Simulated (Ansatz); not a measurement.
`OC(F)[SeH]` + PH₃ → `P[SeH]` + `OCF` at 298.15 K and 1 bar (ligand exchange at the Se–C bond).

Gas-phase electronic energies from Ansatz, PBE0-D4/def2-TZVP geometries. CCSD(T)/CBS is the MP2 limit (def2-TZVPP, def2-QZVPP) plus CCSD(T) − MP2 in def2-TZVPP, frozen cores. This one scheme is used for every species. For Se outer-core shells are correlated without core-valence functions, which leaves a few kJ/mol of doubt a bond. Scalar relativity is left out up to krypton. Each species was taken in one conformer, which may not be the lowest.

```
     species  CCSD(T)/CBS energy (Eh)  H − E (kJ/mol)  S (J/(mol·K))
`OC(F)[SeH]`              -2615.51079           128.2          310.0
         PH₃               -342.72256            73.1          210.2
    `P[SeH]`              -2743.44381            80.6          280.3
       `OCF`               -214.81254           130.4          256.5
```

H − E and S are ideal-gas, rigid-rotor, harmonic terms from PBE0-D4/def2-TZVP, for one conformer and one mirror image of each species. 1 Eh = 2625.50 kJ/mol, R = 8.31446 J/(mol·K).

**Question.** By hand: ΔE, ΔH, ΔS and ΔG.

**Answer.** ΔE = (-2743.44381) + (-214.81254) − (-2615.51079) − (-342.72256) = -0.02300 Eh = -60.4 kJ/mol. Δ(H − E) = 80.6 + 130.4 − 128.2 − 73.1 = 9.7, so ΔH = -50.7 kJ/mol. ΔS = 280.3 + 256.5 − 310.0 − 210.2 = 16.6 J/(mol·K). ΔG = -50.7 − 298.15 × (16.6)/1000 = -55.6 kJ/mol.

**Question.** By hand: the equilibrium constant, and the temperature at which ΔG would vanish if ΔH and ΔS stayed fixed.

**Answer.** log₁₀ K = −ΔG/(RT ln 10) = 9.7. ΔH and −TΔS have one sign here, so there is no such temperature.

ΔH outweighs TΔS. A doubt of 5 kJ/mol in ΔE shifts log₁₀ K by 0.9 here. Other conformers and mirror images would add mixing entropy, several J/(mol·K) or more a flexible species. These are equilibria of isolated gas molecules and say nothing of rates. Largest T1 diagnostic: 0.013 (customary marks: 0.02 for closed shells, 0.045 for open ones).
